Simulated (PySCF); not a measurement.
**Low-lying terms of Lu+ (lutetium, charge +1)**

Ground state [Xe] 4f14 6s2, ¹S. Computed with PySCF 2.14 in x2c-SVPall with two added diffuse shells each of s, p, d type (9s8p8d2f1g, 96 functions), with the spin-free X2C one-electron Hamiltonian (Gaussian nucleus). Vertical excitation energies in eV without spin-orbit coupling; excited terms of each kind are numbered among those the solver found.

```
 term  leading excitation  TDA-wB97X
 1 3D              6s → d      1.655
 1 1D              6s → d      2.283
1 3P°              6s → p      4.274
1 1P°              6s → p      5.767
 1 3S              6s → s      8.243
 1 1S              6s → s      8.480
 2 1D              6s → d      9.246
 2 3D              6s → d      9.383
2 3P°              6s → p      9.504
2 1P°              6s → p      9.850
1 3H°              4f → d     10.161
1 1H°              4f → d     10.353
```

Oscillator strength of the first ¹S → ¹P° line: TDA-wB97X 2.85.

Only the lower part of the computed list is shown. Doubly excited terms such as np² are absent. The solver can miss terms. Rydberg members are limited by the diffuse functions of the basis.
